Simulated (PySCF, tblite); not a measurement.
Isomers of C7H12F2, one GFN2-xTB conformer each. Single-point energies are computed at PBE0/pcSseg-1 (PySCF, gas phase, no added dispersion term), electronic only.

| SMILES | GFN2-xTB relative energy (kcal/mol) |
| --- | --- |
| CC[C@@H](C)[C@@H]1[C@H](F)[C@@H]1F | 3.6 |
| C=C(C(F)F)C(C)(C)C | 0.0 |

Conformers: `[CH3:1][CH2:2][C@@H:3]([CH3:4])[C@@H:5]1[C@H:6]([F:7])[C@@H:8]1[F:9]` with C1–C2–C3–C4 176°, C2–C3–C5–C6 165°; `[CH2:1]=[C:2]([CH:3]([F:4])[F:5])[C:6]([CH3:7])([CH3:8])[CH3:9]` with C1–C2–C3–F4 31°.

What does PBE0/pcSseg-1 give for the same structures?

```
                            SMILES  PBE0/pcSseg-1 E (Eh)  PBE0/pcSseg-1 (kcal/mol)  GFN2-xTB (kcal/mol)  point group
                C=C(C(F)F)C(C)(C)C            -473.06371                       0.0                  0.0           C1
CC[C@@H](C)[C@@H]1[C@H](F)[C@@H]1F            -473.03972                      15.0                  3.6           C1
```

Both levels put the same isomer lowest. As drawn, the lower has two fluorines on one carbon, a C=C bond outside aromatic rings and a quaternary carbon, which the higher lacks; the higher has a three-membered ring, which the lower lacks.

Which frontier levels, dipoles and rotational constants go with these structures?

```json
{"SMILES": "C=C(C(F)F)C(C)(C)C", "HOMO (eV, PBE0/pcSseg-1)": "-7.82", "LUMO (eV)": "-0.24", "dipole (D)": "2.49", "A, B, C (MHz)": "2404, 1136, 1040"}
{"SMILES": "CC[C@@H](C)[C@@H]1[C@H](F)[C@@H]1F", "HOMO (eV, PBE0/pcSseg-1)": "-7.95", "LUMO (eV)": "0.91", "dipole (D)": "2.48", "A, B, C (MHz)": "2035, 1373, 958.3"}
```

What happens when harmonic zero-point energies from GFN2-xTB frequencies are added?

| SMILES | ZPE (kcal/mol) | electronic (kcal/mol) | with ZPE (kcal/mol) |
| --- | --- | --- | --- |
| C=C(C(F)F)C(C)(C)C | 109.6 | 0.0 | 0.0 |
| CC[C@@H](C)[C@@H]1[C@H](F)[C@@H]1F | 110.7 | 15.0 | 16.1 |

The zero-point energies span 1.1 kcal/mol. The order is unchanged.
